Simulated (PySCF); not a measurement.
Working with the constants of SnCl

UHF-CCSD(T) constants of SnCl, ²Π (doublet), unpaired electrons π ↑ (PySCF, scalar-relativistic core potentials, basis sets Sn def2-SVPD with ECP28, Cl def2-SVPD; masses 119.9022 and 34.9689 u):

* ωe: 333.6 cm⁻¹
* ωexe: 1.01 cm⁻¹
* Be: 0.10484 cm⁻¹
* αe: 0.000443 cm⁻¹
* De to Sn + Cl: 3.55 eV

What force constant and bond length do these constants imply?

Reduced mass μred = 27.073 u; k = 5.8918×10⁻⁷·μred·ωe² (u, cm⁻¹, mdyn/Å) = 1.78 mdyn/Å; Re = √(16.8576/(μred·Be)) (u, cm⁻¹, Å) = 2.437 Å.

Estimate the centrifugal constant D from the Kratzer relation and find the Dunham coefficient a1.

D = 4Be³/ωe² = 4.14e-08 cm⁻¹; a1 = −1 − αeωe/(6Be²) = -3.24.

Correlated steps freeze 9 core orbitals. Correlated levels converge slowly with the basis: in double zeta they bind strong bonds too weakly, by up to about 1 eV, and carry superposition errors of some tenths. Spin–orbit coupling is left out, which matters for elements this heavy, above all for dissociation energies. The state is the lowest determinant that a PBE0 search found; another state may lie lower at other levels.
